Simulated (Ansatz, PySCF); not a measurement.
C₃H₇FOSi, SMILES C[C@@H](F)[SiH2]C=O. Atoms are numbered in the order given.

```xyz
13

C     -2.5481    -0.1320    -0.2397
C     -1.1196    -0.5484     0.0329
F     -0.6545    -1.3297    -1.0488
Si     0.1694     0.8546     0.1629
C      1.9176     0.0237     0.1825
O      2.8582     0.4877     0.7872
H     -2.6137     0.4968    -1.1412
H     -3.1835    -1.0194    -0.3907
H     -2.9519     0.4388     0.6118
H     -1.0804    -1.1945     0.9316
H     -0.0101     1.6985     1.3798
H      0.0685     1.6902    -1.0721
H      2.0364    -0.9291    -0.4149
```
Charge 0, spin multiplicity 1.

Geometry optimised at r2SCAN-D4/def2-SVP. The structure was generated by enumeration; whether it is a known compound was not checked. Other conformers were not sampled.

Two levels are set side by side: PBE-D3(BJ)/def2-SVP (Ansatz, a program for electronic structure) and r2SCAN-D4/def2-SVP (Ansatz). Each level has its own optimised geometry; the coordinates shown are those of the second. Frequencies come from the Hessian of PySCF at each geometry. Differences are taken from unrounded values.

| quantity | r2SCAN-D4 | PBE-D3(BJ) | PBE-D3(BJ) minus r2SCAN-D4 |
|---|---|---|---|
| mean bond length (Å) | 1.376 | 1.384 | 0.008 |
| bond C1–C2 (Å) | 1.513 | 1.518 | 0.006 |
| bond C2–F3 (Å) | 1.413 | 1.416 | 0.003 |
| bond C2–Si4 (Å) | 1.910 | 1.922 | 0.012 |
| bond Si4–C5 (Å) | 1.936 | 1.947 | 0.011 |
| bond C5–O6 (Å) | 1.211 | 1.217 | 0.007 |
| bond C1–H7 (Å) | 1.101 | 1.109 | 0.007 |
| bond C1–H8 (Å) | 1.102 | 1.110 | 0.008 |
| bond C1–H9 (Å) | 1.102 | 1.109 | 0.008 |
| bond C2–H10 (Å) | 1.107 | 1.115 | 0.008 |
| bond Si4–H11 (Å) | 1.492 | 1.503 | 0.011 |
| bond Si4–H12 (Å) | 1.495 | 1.506 | 0.011 |
| bond C5–H13 (Å) | 1.131 | 1.139 | 0.008 |
| highest harmonic wavenumber (cm⁻¹) | 3140 | 3071 | -70 |
| mean harmonic wavenumber (cm⁻¹) | 1225 | 1192 | -32 |
| zero-point energy (kcal/mol) | 57.78 | 56.25 | -1.53 |
